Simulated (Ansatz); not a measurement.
C3H6BF3 (SMILES CB(C)C(F)(F)F), singlet, geometry from GFN2-xTB, atoms displaced at random by about 0.08 Å a coordinate; PBE0/STO-3G, gradient in Ansatz (a quantum-chemistry and plane-wave program).

Ansatz was given this input:
Ansatz 0.2 input:
```yaml
crystal:
  periodic: [false, false, false]
  atoms:
    - {symbol: B, position_ang: [0.21313882, 0.89110620, 0.48050579]}
    - {symbol: C, position_ang: [-0.07613590, -0.49709054, -0.19663805]}
    - {symbol: F, position_ang: [-1.43443349, -0.68740594, -0.10086610]}
    - {symbol: F, position_ang: [0.19411259, -1.73007042, 0.11251634]}
    - {symbol: F, position_ang: [0.06484782, -0.41287359, -1.57739539]}
    - {symbol: C, position_ang: [1.57749530, 0.42768200, 1.57885051]}
    - {symbol: H, position_ang: [1.15595028, -0.15771897, 2.23458743]}
    - {symbol: H, position_ang: [1.71772945, 1.49415085, 2.15491887]}
    - {symbol: H, position_ang: [2.34082402, 0.14330933, 1.24743438]}
    - {symbol: C, position_ang: [-0.19239119, 1.95084075, 0.00177514]}
    - {symbol: H, position_ang: [-1.27104117, 2.18731349, 0.34835773]}
    - {symbol: H, position_ang: [0.02754425, 2.19126500, -1.06744154]}
    - {symbol: H, position_ang: [0.26495678, 2.89560528, 0.52165171]}
basis:
  gaussian:
    orbitals: STO-3G
hamiltonian:
  xc: pbe0
output: {forces: true}
```

What does Ansatz print? Leave out banner, timings and long lists.


```
Functional definition: PBE0
586 factors; integrals over basis functions are off by at most 6.2e-5 eV
mean field evaluation 1: about -11849.9140 eV, gradient 2.9e1 eV
mean field evaluation 2: about -11849.7854 eV, gradient 3.2e1 eV
mean field evaluation 4: about -11852.5007 eV, gradient 7.5e-1 eV
mean field evaluation 8: about -11852.4922 eV, gradient 2.4e-2 eV
mean field -11852.49216958 eV, -435.5710533243 hartree, gradient 1.6e-5 eV, S^2 0.000000; 0 other end points of the search recorded, 0 dependent functions left out
the calculation of the forces begins
reference -11852.49218558 eV, -435.5710539122 hartree; 28, 28 occupied and 13, 13 virtual orbitals, 586 factors
Total energy: -11852.49218558 eV, -435.5710539122 hartree
Atom 0 at     0.213139     0.891106     0.480506 Å, force    12.588324   -20.674397     9.097915 eV/Å
Atom 1 at    -0.076136    -0.497091    -0.196638 Å, force    -3.319224     2.206654    -2.763794 eV/Å
Atom 2 at    -1.434433    -0.687406    -0.100866 Å, force    -5.186022     1.585905     0.763392 eV/Å
Atom 3 at     0.194113    -1.730070     0.112516 Å, force     4.852323    -5.504289     2.482118 eV/Å
Atom 4 at     0.064848    -0.412874    -1.577395 Å, force     1.453170     0.664104    -1.953068 eV/Å
Atom 5 at     1.577495     0.427682     1.578851 Å, force   -14.970453    15.841109     3.131250 eV/Å
Atom 6 at     1.155950    -0.157719     2.234587 Å, force    -2.487565    -4.505849     4.536833 eV/Å
Atom 7 at     1.717729     1.494151     2.154919 Å, force     0.358910    -3.540868    -1.499494 eV/Å
Atom 8 at     2.340824     0.143309     1.247434 Å, force    13.928549    -5.346526    -6.816573 eV/Å
Atom 9 at    -0.192391     1.950841     0.001775 Å, force    -6.795055    22.476705    -4.828435 eV/Å
Atom 10 at    -1.271041     2.187313     0.348358 Å, force     1.049894    -0.791064    -1.601767 eV/Å
Atom 11 at     0.027544     2.191265    -1.067442 Å, force    -1.115481    -0.717111     0.383945 eV/Å
Atom 12 at     0.264957     2.895605     0.521652 Å, force    -0.357369    -1.694374    -0.932322 eV/Å
Dipole moment:    -0.062208     0.507111     0.126953 e Å
```
